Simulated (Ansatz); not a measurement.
System: GeBr2, charge 0, multiplicity 3. This is an excited triplet: at this geometry the singlet lies 2.15 eV lower at RI-MP2/CBS(aug-cc-pVTZ,aug-cc-pVQZ)+[CCSD(T)-MP2]/aug-cc-pVTZ. 
Structure (B3LYP-D3(BJ)/def2-TZVP (Ansatz, a quantum-chemistry and plane-wave program) minimum search):
```xyz
3

Ge     0.0056    -0.0075     0.8065
Br     1.1230    -1.6899    -0.3922
Br    -1.1281     1.6967    -0.3452
```
Charge 0, spin multiplicity 3.

Basis-set convergence of Hartree-Fock and MP2 correlation energies (hartree) with Ansatz. Valence correlation only, unless marked. Open shells are spin-unrestricted. Spin-orbit coupling is left out. Frozen are the shells of the preceding noble gas and the d and f shells that filled before the atom's block. Non-relativistic.

```
basis    functions        E(HF)  E(corr, MP2)
-------  ---------  -----------  ------------
cc-pVDZ         81  -7220.13370      -0.27989
cc-pVTZ        129          [?]           [?]
```

What belongs in the gaps?


- cc-pVTZ, E(HF): -7220.36269
- cc-pVTZ, E(corr, MP2): -0.38382
